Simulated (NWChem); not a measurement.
System: CoBrCl, quartet; SMILES [Co]([Cl])[Br]

```xyz
3

Co     0.0230     0.0230     0.5405
Cl     0.0899     0.0903     2.6492
Br    -0.0486    -0.0488    -1.7077
```
Atoms are numbered in this order, from 1.

Level: PBE0/def2-SVP, spin-unrestricted (NWChem), optimised geometry, unscaled harmonic frequencies. This build's default masses of Se (78.918 u) and Br (79.917 u) are each other's, which moves their modes by up to 0.6 %. This spin state was assumed; another may lie lower.

Question: List the harmonic frequencies with IR intensities, and the thermochemistry.

Answer: 
```
frequency (cm⁻¹)  IR intensity (km/mol)
----------------  ---------------------
68                                 15.0
270                                 4.3
475                               136.8
```

| Quantity | Result |
|---|---|
| zero-point energy | 1.2 kcal/mol |
| thermal correction to the enthalpy at 298.15 K (with zero-point energy) | 4.5 kcal/mol |
| heat capacity Cv | 11.0 cal/(mol K) |
| dipole moment | 0.05 D |

Rigid rotor and harmonic oscillator; modes under 100 cm⁻¹ make the entropy uncertain.
